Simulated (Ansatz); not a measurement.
Program: Ansatz. Geometries: PBE0-D4/def2-TZVP. ΔE: electronic, gas phase. CCSD(T)/CBS adds triple-zeta CCSD(T) − MP2 to the extrapolated MP2 energy (def2 sets, frozen cores). This one scheme is used for every species. DFT in def2-TZVPP. B3LYP here is the variant with VWN-RPA as its local correlation; programs differ in this. Each species was taken in one conformer, which may not be the lowest.

`N[SiH2][SiH](O)F` + `COB(F)OC` → `CO[SiH2][SiH](O)F` + `COB(N)F`  (redistribution)

```tsv
level	ΔE (kJ/mol)	difference from CCSD(T)/CBS
PBE-D4	-11.5	4.4
r2SCAN-D4	-13.7	2.2
PBE0-D4	-13.9	2.0
B3LYP-D4	-17.6	-1.7
ωB97X-V	-16.3	-0.4
ωB97M-V	-14.3	1.6
B2PLYP	-18.6	-2.7
PBE	-13.1	2.8
r2SCAN	-14.0	1.9
PBE0	-15.3	0.6
B3LYP	-20.2	-4.3
HF/def2-TZVPP	-26.8	-10.9
MP2/def2-TZVPP	-16.6	-0.7
SCS-MP2/def2-TZVPP	-18.6	-2.7
CCSD/def2-TZVPP	-17.1	-1.2
CCSD(T)/def2-TZVPP	-14.7	1.2
HF/def2-QZVPP	-27.5	-11.6
MP2/def2-QZVPP	-17.5	-1.6
SCS-MP2/def2-QZVPP	-19.4	-3.5
HF/CBS(def2)	-27.6	-11.7
MP2/CBS(def2)	-17.8	-1.9
CCSD/CBS(def2)	-18.3	-2.4
CCSD(T)/CBS	-15.9	0
```

Largest T1 diagnostic among the species: 0.012.

In def2-TZVPP, CCSD(T) changes the Hartree–Fock value by +12.1 kJ/mol (the triples alone add +2.4 kJ/mol) and MP2 by +10.3 kJ/mol.
